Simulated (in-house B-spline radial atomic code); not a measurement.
**Ge3+: [Ar] 3d9 4s1 4p1 (an excited or competing configuration)**

Computed with an all-electron radial atomic-structure program (B-spline basis): non-relativistic HSE06, spin-polarised, spherical fractional occupations, exact exchange averaged over the configuration, point nucleus.

Screening seen three ways: the hydrogenic charge with the same mean radius, Z_r = [3n² - l(l+1)]/(2<r>), the one with the same energy, Z_e = n√(-2ε), and Slater's rules. Values are occupation-weighted means over spin.

```tsv
shell	electrons	ε (eV)	<r> (bohr)	Z_r	Z_e	Slater
1s	2	-10907	0.04785	31.35	28.31	31.70
2s	2	-1405.7	0.2136	28.09	20.33	27.85
2p	6	-1255.2	0.1852	26.99	19.21	27.85
3s	2	-216.72	0.6287	21.47	11.97	20.75
3p	6	-166.14	0.6429	19.44	10.48	20.75
3d	9	-78.639	0.6902	15.21	7.21	11.20
4s	1	-45.853	1.799	13.34	7.34	7.20
4p	1	-35.057	2.034	11.31	6.42	7.20
```

The least bound orbital is 4p up at -35.06 eV, and it is also the most diffuse (<r> = 2.034 bohr).
